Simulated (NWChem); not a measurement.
System: CH₅NSi₂; SMILES C1=N[SiH2][SiH2]1

Input file for NWChem:

```
start job
memory heap 200 mb stack 900 mb global 1100 mb
geometry units angstroms noautosym nocenter noautoz
  C      1.350857    -0.395166     0.000000
  N      1.203399     0.882727     0.000000
  Si    -0.592236     1.086209     0.000000
  Si    -0.378908    -1.248440     0.000000
  H      2.369897    -0.831693     0.000000
  H     -1.084403     1.804354     1.213426
  H     -1.084403     1.804354    -1.213426
  H     -0.703657    -2.065057     1.212411
  H     -0.703657    -2.065057    -1.212411
end
basis spherical
  * library 6-311g**
end
dft
  xc b3lyp
  iterations 150
end
property
  shielding 7 1 2 3 4 5 6 8
end
task dft property
```

Excerpt of the output:

```
             Northwest Computational Chemistry Package (NWChem) 7.3.0
             --------------------------------------------------------

                             Geometry "geometry" -> ""
                             -------------------------

 Output coordinates in angstroms (scale by  1.889725989 to convert to a.u.)

  No.       Tag          Charge          X              Y              Z
 ---- ---------------- ---------- -------------- -------------- --------------
    1 C                    6.0000     1.35085700    -0.39516600     0.00000000
    2 N                    7.0000     1.20339900     0.88272700     0.00000000
    3 Si                  14.0000    -0.59223600     1.08620900     0.00000000
    4 Si                  14.0000    -0.37890800    -1.24844000     0.00000000
    5 H                    1.0000     2.36989700    -0.83169300     0.00000000
    6 H                    1.0000    -1.08440300     1.80435400     1.21342600
    7 H                    1.0000    -1.08440300     1.80435400    -1.21342600
    8 H                    1.0000    -0.70365700    -2.06505700     1.21241100
    9 H                    1.0000    -0.70365700    -2.06505700    -1.21241100

 Effective nuclear repulsion energy (a.u.)     199.1785793602

                              NWChem Property Module
                              ----------------------

  itol2e modified to match energy
  convergence criterion.

                                 NWChem DFT Module
                                 -----------------

 Summary of "ao basis" -> "ao basis" (spherical)
 ------------------------------------------------------------------------------
       Tag                 Description            Shells   Functions and Types
 ---------------- ------------------------------  ------  ---------------------
 C                          6-311g**                 8       18   4s3p1d
 N                          6-311g**                 8       18   4s3p1d
 Si                         6-311g**                12       26   6s5p1d
 H                          6-311g**                 4        6   3s1p

  itol2e modified to match energy
  convergence criterion.

            General Information
            -------------------
          SCF calculation type: DFT
          Wavefunction type:  closed shell.
          No. of atoms     :     9
          No. of electrons :    46
           Alpha electrons :    23
            Beta electrons :    23
          Charge           :     0
          Spin multiplicity:     1
          Use of symmetry is: off; symmetry adaption is: off
          Maximum number of iterations: 150
          AO basis - number of functions:   118
                     number of shells:    60
          Convergence on energy requested:  1.00D-07
          Convergence on density requested:  1.00D-05
          Convergence on gradient requested:  5.00D-04

              XC Information
              --------------
                         B3LYP Method XC Potential
                     Hartree-Fock (Exact) Exchange  0.200
                        Slater Exchange Functional  0.800 local
                    Becke 1988 Exchange Functional  0.720 non-local
              Lee-Yang-Parr Correlation Functional  0.810
                  VWN I RPA Correlation Functional  0.190 local

             Grid Information
             ----------------
          Grid used for XC integration:  fine
          Radial quadrature: Mura-Knowles
          Angular quadrature: Lebedev.
          Tag              B.-S. Rad. Rad. Pts. Rad. Cut. Ang. Pts.
          ---              ---------- --------- --------- ---------
          C                   0.70       70          11.0       590
          N                   0.65       70          11.0       590
          Si                  1.10      123          11.0       770
          H                   0.35       60          12.0       590
          Grid pruning is: on
          Number of quadrature shells:   686
          Spatial weights used:  Erf1

      Superposition of Atomic Density Guess
      -------------------------------------

 Sum of atomic energies:        -672.14747055

      Non-variational initial energy
      ------------------------------

 Total energy =    -673.869815
 1-e energy   =   -1324.056913
 2-e energy   =     451.008519
 HOMO         =      -0.265346
 LUMO         =      -0.051282

   convergence    iter        energy       DeltaE   RMS-Dens  Diis-err
 ---------------- ----- ----------------- --------- --------- ---------
 d= 0,ls=0.0,diis     1   -674.8071192592 -8.74D+02  9.86D-03  1.28D+00
 d= 0,ls=0.0,diis     2   -674.7233825093  8.37D-02  9.75D-03  1.35D+00
 d= 0,ls=0.0,diis     3   -674.8203501449 -9.70D-02  2.93D-03  5.79D-01
 d= 0,ls=0.0,diis     4   -674.8826069812 -6.23D-02  5.12D-04  3.64D-03
 d= 0,ls=0.0,diis     5   -674.8830147405 -4.08D-04  1.78D-04  5.37D-04
  Resetting Diis
 d= 0,ls=0.0,diis     6   -674.8830896272 -7.49D-05  5.21D-05  1.76D-05
 d= 0,ls=0.0,diis     7   -674.8830922221 -2.59D-06  2.47D-05  3.42D-06
 d= 0,ls=0.0,diis     8   -674.8830916575  5.65D-07  1.44D-05  7.62D-06
 d= 0,ls=0.0,diis     9   -674.8830926681 -1.01D-06  2.24D-06  1.37D-07
 d= 0,ls=0.0,diis    10   -674.8830926836 -1.55D-08  3.91D-07  3.77D-09

         Total DFT energy =     -674.883092683573
      One electron energy =    -1327.494581216061
           Coulomb energy =      509.517141931000
    Exchange-Corr. energy =      -56.084232758683
 Nuclear repulsion energy =      199.178579360172

 Numeric. integr. density =       46.000001404150

                       DFT Final Molecular Orbital Analysis
                       ------------------------------------

 Vector   21  Occ=2.000000D+00  E=-3.246335D-01
              MO Center=  3.8D-01,  4.8D-01, -2.6D-09, r^2= 3.8D+00
   Bfn.  Coefficient  Atom+Function         Bfn.  Coefficient  Atom+Function
  ----- ------------  ---------------      ----- ------------  ---------------
    27      0.240203  2 N  pz                31      0.220087  2 N  pz
     9      0.212591  1 C  pz                13      0.208817  1 C  pz
    23      0.160582  2 N  pz                97     -0.158967  6 H  s
   103      0.158967  7 H  s                 96     -0.150383  6 H  s
   102      0.150383  7 H  s                  5      0.140983  1 C  pz

 Vector   22  Occ=2.000000D+00  E=-2.856344D-01
              MO Center= -3.9D-01, -6.9D-02, -8.3D-09, r^2= 3.3D+00
   Bfn.  Coefficient  Atom+Function         Bfn.  Coefficient  Atom+Function
  ----- ------------  ---------------      ----- ------------  ---------------
    53      0.303845  3 Si py                79     -0.246400  4 Si py
    42     -0.216351  3 Si s                 10      0.195614  1 C  s
    68     -0.178634  4 Si s                 78      0.178180  4 Si px
    11     -0.167715  1 C  px                 7     -0.141415  1 C  px
    50      0.137786  3 Si py                97      0.116073  6 H  s

 Vector   23  Occ=2.000000D+00  E=-2.396312D-01
              MO Center=  9.8D-01,  2.8D-01,  7.3D-09, r^2= 2.8D+00
   Bfn.  Coefficient  Atom+Function         Bfn.  Coefficient  Atom+Function
  ----- ------------  ---------------      ----- ------------  ---------------
    68      0.294317  4 Si s                 25      0.285716  2 N  px
    29      0.277892  2 N  px                30      0.208665  2 N  py
    21      0.194223  2 N  px                28      0.174307  2 N  s
    90     -0.167875  5 H  s                 52     -0.163062  3 Si px
    26      0.155389  2 N  py                78      0.148736  4 Si px

 Vector   24  Occ=0.000000D+00  E=-4.845584D-02
              MO Center=  1.0D+00, -6.7D-02,  1.3D-10, r^2= 2.7D+00
   Bfn.  Coefficient  Atom+Function         Bfn.  Coefficient  Atom+Function
  ----- ------------  ---------------      ----- ------------  ---------------
    83      0.635878  4 Si pz               109     -0.474366  8 H  s
   115      0.474366  9 H  s                 57     -0.471911  3 Si pz
    13      0.450049  1 C  pz                31     -0.437863  2 N  pz
    97      0.300167  6 H  s                103     -0.300167  7 H  s
     9      0.279795  1 C  pz                27     -0.272086  2 N  pz

 Vector   25  Occ=0.000000D+00  E=-2.003879D-02
              MO Center= -4.4D-01, -5.2D-01,  1.2D-09, r^2= 6.4D+00
   Bfn.  Coefficient  Atom+Function         Bfn.  Coefficient  Atom+Function
  ----- ------------  ---------------      ----- ------------  ---------------
    42      0.935250  3 Si s                 81      0.712898  4 Si px
    56     -0.610507  3 Si py                68     -0.602043  4 Si s
    82     -0.547605  4 Si py                10     -0.417937  1 C  s
    55     -0.291207  3 Si px                78      0.277285  4 Si px
    53     -0.259023  3 Si py                79     -0.159432  4 Si py

 Vector   26  Occ=0.000000D+00  E=-7.532302D-03
              MO Center= -7.7D-01,  3.1D-01,  8.1D-09, r^2= 5.6D+00
   Bfn.  Coefficient  Atom+Function         Bfn.  Coefficient  Atom+Function
  ----- ------------  ---------------      ----- ------------  ---------------
    10      0.816806  1 C  s                 55     -0.775224  3 Si px
    81     -0.501564  4 Si px                28      0.438169  2 N  s
    82     -0.421492  4 Si py                42      0.304411  3 Si s
    52     -0.245912  3 Si px                97     -0.229475  6 H  s
   103     -0.229475  7 H  s                 68     -0.228159  4 Si s

     Multipole analysis of the density
     ---------------------------------

[...]

          -----------------------------------------
          Chemical Shielding Tensors (GIAO, in ppm)
          -----------------------------------------

                                NWChem CPHF Module
                                ------------------

  scftype          =     RHF
  nclosed          =       23
  nopen            =        0
  variables        =     2185
  # of vectors     =        3
  tolerance        = 0.10D-03
  level shift      = 0.00D+00
  max iterations   =       50
  max subspace     =       30

 SCF residual:    2.5931658256334971E-005

Iterative solution of linear equations
  No. of variables     2185
  No. of equations        3
  Maximum subspace       30
        Iterations       50
       Convergence  1.0D-04

   iter   nsub   residual    time
   ----  ------  --------  ---------
     1      3    9.34D-01      91.6
     2      6    1.20D-01      99.0
     3      9    3.33D-03     106.5
     4     12    3.48D-04     116.1
     5     15    1.64D-05     123.4

      Atom:    1  C
        Diamagnetic
    261.4041      2.4307     -0.0000
      2.4307    265.7944     -0.0000
     -0.0000     -0.0000    240.4241

        Paramagnetic
   -387.2258     28.1611      0.0000
     28.1611   -340.4536     -0.0000
      0.0000     -0.0000   -139.3609

        Total Shielding Tensor
   -125.8217     30.5918      0.0000
     30.5918    -74.6592     -0.0000
      0.0000     -0.0000    101.0633

           isotropic =     -33.1392
          anisotropy =    -160.4690

          Principal Components and Axis System
                 1           2           3
             -140.1186    101.0633    -60.3623

      1         0.9059      0.0000      0.4234
      2        -0.4234     -0.0000      0.9059
      3        -0.0000      1.0000      0.0000

      Atom:    2  N
        Diamagnetic
    327.4337    -13.0380     -0.0000
    -13.0380    332.8173      0.0000
     -0.0000      0.0000    310.4777

        Paramagnetic
   -791.5889    313.7160      0.0000
    313.7160   -921.5978     -0.0000
      0.0000     -0.0000   -138.1278

        Total Shielding Tensor
   -464.1552    300.6779      0.0000
    300.6779   -588.7805     -0.0000
      0.0000     -0.0000    172.3499

           isotropic =    -293.5286
          anisotropy =    -810.0092

          Principal Components and Axis System
                 1           2           3
             -833.5347   -219.4009    172.3499

      1        -0.6313      0.7755      0.0000
      2         0.7755      0.6313      0.0000
      3         0.0000     -0.0000      1.0000

      Atom:    3  Si
        Diamagnetic
    883.4088     -1.8700      0.0000
     -1.8700    880.8339     -0.0000
      0.0000     -0.0000    876.5749

        Paramagnetic
   -461.2774     41.0012     -0.0000
     41.0012   -531.0062      0.0000
     -0.0000      0.0000   -589.5655

        Total Shielding Tensor
    422.1314     39.1312      0.0000
     39.1312    349.8277      0.0000
      0.0000      0.0000    287.0094

           isotropic =     352.9895
          anisotropy =     129.3974

          Principal Components and Axis System
                 1           2           3
              439.2544    332.7047    287.0094

      1         0.9161     -0.4009      0.0000
      2         0.4009      0.9161     -0.0000
      3         0.0000      0.0000      1.0000

      Atom:    4  Si
        Diamagnetic
    881.8836      2.3429     -0.0000
      2.3429    881.9844     -0.0000
     -0.0000     -0.0000    875.6092

        Paramagnetic
   -415.9569    -52.9770     -0.0000
    -52.9770   -491.9702      0.0000
     -0.0000      0.0000   -626.0116

        Total Shielding Tensor
    465.9268    -50.6341     -0.0000
    -50.6341    390.0143      0.0000
     -0.0000      0.0000    249.5977

           isotropic =     368.5129
          anisotropy =     184.1080

          Principal Components and Axis System
                 1           2           3
              491.2515    364.6895    249.5977

      1         0.8944      0.4473     -0.0000
      2        -0.4473      0.8944     -0.0000
      3        -0.0000      0.0000      1.0000

      Atom:    5  H
        Diamagnetic
     40.0418     -6.5288     -0.0000
     -6.5288     28.3866      0.0000
     -0.0000      0.0000     22.5704

        Paramagnetic
    -18.2065     10.0302      0.0000
     10.0302     -8.4445     -0.0000
      0.0000     -0.0000      0.4396

        Total Shielding Tensor
     21.8353      3.5013      0.0000
      3.5013     19.9421     -0.0000
      0.0000     -0.0000     23.0099

           isotropic =      21.5958
          anisotropy =       4.3799

          Principal Components and Axis System
                 1           2           3
               24.5157     23.0099     17.2616

      1         0.7940     -0.0000     -0.6079
      2         0.6079     -0.0000      0.7940
      3         0.0000      1.0000      0.0000

      Atom:    6  H
        Diamagnetic
     26.4331     -3.4519     -4.4129
     -3.4519     28.2414      5.6156
     -4.4129      5.6156     31.8977

        Paramagnetic
     -1.0963      2.5277      3.1497
      2.5277     -1.8157     -3.9899
      3.1497     -3.9899     -5.5285

        Total Shielding Tensor
     25.3368     -0.9241     -1.2632
     -0.9241     26.4257      1.6257
     -1.2632      1.6257     26.3692

           isotropic =      26.0439
          anisotropy =       4.0290

          Principal Components and Axis System
                 1           2           3
               28.7299     24.9410     24.4608

      1        -0.4158      0.5360      0.7347
      2         0.6297      0.7526     -0.1926
      3         0.6562     -0.3826      0.6504

      Atom:    7  H
        Diamagnetic
     24.8678      2.7574     -2.9332
      2.7574     29.3971     -6.5550
     -2.9332     -6.5550     31.1601

        Paramagnetic
      0.6444     -2.0455      1.8598
     -2.0455     -1.7046      4.3016
      1.8598      4.3016     -5.8777

        Total Shielding Tensor
     25.5122      0.7119     -1.0734
      0.7119     27.6925     -2.2534
     -1.0734     -2.2534     25.2824

           isotropic =      26.1623
          anisotropy =       4.8502

          Principal Components and Axis System
                 1           2           3
               29.3958     25.3607     23.7305

      1         0.2905      0.8943      0.3405
      2         0.8052     -0.4207      0.4179
      3        -0.5169     -0.1528      0.8423
```

Level: B3LYP/6-311G** (spherical d), GIAO. Geometry: optimised at PBE0/def2-SVP. The output numbers the shielded atoms by their place in the input's list. The printed shielding anisotropy is the first printed principal value minus the mean of the other two.
